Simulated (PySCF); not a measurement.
## Nonlinear optical response: `CB(C)C(F)=C=CF`, C5H7BF2

Geometry (Å), atoms numbered from 1 in this order:
```xyz
15

C    -0.7777    1.2210    0.6838
B    -0.7358   -0.1163   -0.1260
C    -2.0310   -0.8870   -0.5480
C     0.6480   -0.7420   -0.5457
F     0.6050   -1.8298   -1.3384
C     1.8192   -0.2781   -0.1510
C     2.9356    0.2749    0.2475
F     3.5553   -0.0454    1.3814
H     0.1719    1.5204    1.1490
H    -1.5788    1.2177    1.4400
H    -1.0587    2.0138   -0.0366
H    -2.9563   -0.3000   -0.4599
H    -1.9566   -1.3334   -1.5514
H    -2.1196   -1.7471    0.1447
H     3.4633    1.0486   -0.3216
```

Computed, not measured: quadratic response CAM-B3LYP/aug-cc-pVDZ first hyperpolarisability, Taylor convention, gas phase in PySCF 2.14.0. Geometry: PBE0-D3(BJ)/def2-SVP.

Q: Give β for the processes computed.

A: In au, Taylor convention; the vector part is βᵢ = ⅓ Σⱼ (βᵢⱼⱼ + βⱼᵢⱼ + βⱼⱼᵢ); β∥ is 3/5 of the vector part along the dipole, the dipole points from − to +:
| process | λ (nm) | β vector norm | β∥ | β HRS | depolarisation ratio |
| --- | --- | --- | --- | --- | --- |
| static β(0;0,0) | ∞ | 225.2 | -118.8 | 97.1 | 4.41 |
| second harmonic β(−2ω;ω,ω) | 1907 | 238.9 | -124.8 | 103.1 | 4.42 |
| Pockels β(−ω;ω,0) | 1907 | 229.6 | -120.7 | – | – |
| second harmonic β(−2ω;ω,ω) | 1064 | 275.8 | -140.8 | 119.4 | 4.46 |
| Pockels β(−ω;ω,0) | 1064 | 239.9 | -125.3 | – | – |

Q: Which lowest excitations, dipole and polarisabilities go with it?

A: S1 4.55 eV (f = 0.001); S2 5.73 eV (f = 0.254); S3 5.91 eV (f = 0.025); dipole 1.90 D; isotropic α 81.5 au static, 81.8 au at 1907 nm, 82.5 au at 1064 nm, 82.7 au at 953.5 nm, 85.7 au at 532 nm.
